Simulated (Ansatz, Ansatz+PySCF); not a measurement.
| atom | x (Å) | y (Å) | z (Å) |
| --- | --- | --- | --- |
| C | 1.4000 | 0.0000 | 0.0000 |
| C | 0.7000 | 1.2124 | 0.0000 |
| C | -0.7000 | 1.2124 | 0.0000 |
| C | -1.4000 | 0.0000 | 0.0000 |
| C | -0.7000 | -1.2124 | 0.0000 |
| C | 0.7000 | -1.2124 | 0.0000 |
| F | 4.0000 | 0.0000 | 0.0000 |
| H | 1.2425 | 2.1521 | 0.0000 |
| H | -1.2425 | 2.1521 | 0.0000 |
| H | -2.4850 | 0.0000 | 0.0000 |
| H | -1.2425 | -2.1521 | 0.0000 |
| H | 1.2425 | -2.1521 | 0.0000 |

Basis set: def2-SVP (spherical functions). Charge 0, multiplicity 1.

Computed with Ansatz (development build ahead of 0.2.0); each method stands on the lowest determinant of its kind that the runs found. Restricted functionals stand beside restricted open-shell atoms, which can lie above the unrestricted atoms usual in DFT and then raise those values.

The atomization energy at this shape (free ground-state atoms in the same class of orbitals less the molecule, no zero-point energy) of singlet C6H5F:

```
            method  atomization energy
ωB97X (restricted)            55.11 eV
 PBE0 (restricted)            56.13 eV
               UHF            41.60 eV
               RHF            39.09 eV
```

**Question.** What does PBE0 (unrestricted) give?

**Answer.** 56.40 eV. Caution: the shape is not the minimum. Caution for ωB97X (restricted), PBE0 (unrestricted), PBE0 (restricted): charge can spread falsely over distant fragments. Caution for ωB97X (restricted): stretched shape with no unrestricted run beside it, a lower state can exist. Caution for PBE0 (unrestricted): the unrestricted determinant is spin contaminated. Caution for PBE0 (restricted), RHF: an unrestricted determinant lies well below. Caution for UHF: the unrestricted determinant is a mixture of spin states.
